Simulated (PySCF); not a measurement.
C₂H₆BClFN, SMILES B(N(C)C)(Cl)F.

Geometry optimised at B3LYP-D3(BJ)/def2-SVP. The values are those of a single conformer.

Two levels are set side by side: TDDFT-PBE/def2-SVPD (PySCF) and TDDFT-ωB97X/def2-SVPD (PySCF). Vertical, same geometry. The lowest singlet is HOMO→LUMO 100 % with PBE and HOMO→LUMO 86 % with the other functional; states are paired by order. Differences are taken from unrounded values.

```json
[
 {"quantity": "lowest singlet excitation (eV)", "TDDFT-ωB97X": "7.26"},
 {"quantity": "lowest triplet excitation (TDA) (eV)", "TDDFT-ωB97X": "6.34"},
 {"quantity": "first bright state (f over 0.05) (eV)", "TDDFT-ωB97X": "7.90"},
 {"quantity": "its oscillator strength", "TDDFT-ωB97X": "0.38"}
]
```

**Question.** What does TDDFT-PBE give, and how far is it from TDDFT-ωB97X? (An estimate is asked for; the answer gives what the named calculation found.)

**Answer.** 
```json
[
 {"quantity": "lowest singlet excitation (eV)", "TDDFT-PBE": "5.89", "TDDFT-PBE minus TDDFT-ωB97X": "-1.37"},
 {"quantity": "lowest triplet excitation (TDA) (eV)", "TDDFT-PBE": "5.50", "TDDFT-PBE minus TDDFT-ωB97X": "-0.84"},
 {"quantity": "first bright state (f over 0.05) (eV)", "TDDFT-PBE": "6.90", "TDDFT-PBE minus TDDFT-ωB97X": "-1.01"},
 {"quantity": "its oscillator strength", "TDDFT-PBE": "0.32", "TDDFT-PBE minus TDDFT-ωB97X": "-0.07"}
]
```

Functionals without exact exchange tend to place singlet excitations lower, as here. Differences between two approximate levels are no errors against the true value.

Rough cost on one machine, each run with all the roots and properties that it gave: TDDFT-ωB97X against TDDFT-PBE about 8 times.
